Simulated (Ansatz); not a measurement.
Reaction (formal hydrolysis of the Si–Br bond): `F[SiH2][SiH](F)Br` + H₂O → `O[SiH](F)[SiH2]F` + HBr

Program: Ansatz. Geometries: PBE0-D4/def2-TZVP. ΔE: electronic, gas phase. CBS: MP2 limit from def2 TZ/QZ plus the TZ coupled-cluster correction, frozen cores. This one scheme is used for every species. For Br outer-core shells are correlated without core-valence functions, which leaves a few kJ/mol of doubt a bond. Scalar relativity is left out up to krypton. Each species was taken in one conformer, which may not be the lowest.

`F[SiH2][SiH](F)Br`:

```xyz
8

F    -0.521   -0.844   -2.035
Si   -0.429   -1.048   -0.448
Si    0.555    0.879    0.471
F     0.692    0.663    2.048
Br   -0.783    2.600    0.104
H    -1.798   -1.229    0.093
H     0.391   -2.257   -0.182
H     1.894    1.236   -0.051
```

H₂O:

```xyz
3

O    -0.232   -0.276   -0.145
H     0.294    0.360   -0.634
H    -0.062   -0.084    0.779
```

`O[SiH](F)[SiH2]F`:

Z-matrix (Å, degrees):
```
Si
F 1 1.601
Si 1 2.358 2 107.8
O 1 1.634 2 110.8 3 -119.8
H 1 1.480 2 107.1 3 124.8
F 3 1.612 1 106.0 2 -87.3
H 3 1.485 1 114.0 2 31.5
H 3 1.487 1 111.6 2 155.7
H 4 0.959 1 118.4 2 77.2
```

HBr:

```xyz
2

Br    0.523   -0.271   -0.397
H    -0.523    0.271    0.397
```

```csv
species,HF/CBS(def2) energy (Eh)
`F[SiH2][SiH](F)Br`,-3351.28704
H₂O,-76.06721
`O[SiH](F)[SiH2]F`,-854.30256
HBr,-2573.05821
```

Problem. Work out ΔE.

Solution. ΔE = (-854.30256) + (-2573.05821) − (-3351.28704) − (-76.06721) = -0.00652 Eh = -17.1 kJ/mol. CCSD(T)/CBS gives -4.0 kJ/mol.

Largest T1 diagnostic among the species: 0.012.

At CCSD(T), def2-SVP lies −10.6 kJ/mol from the extrapolated value and def2-TZVPP −7.6 kJ/mol. Leaving LDA and LC-ωPBE aside and taking each functional with its dispersion term where it has one, the values, not all of them listed here, spread over 16.4 kJ/mol, from CAM-B3LYP-D4 to revPBE-D4. LDA lies −7.0 kJ/mol from PBE without D4.
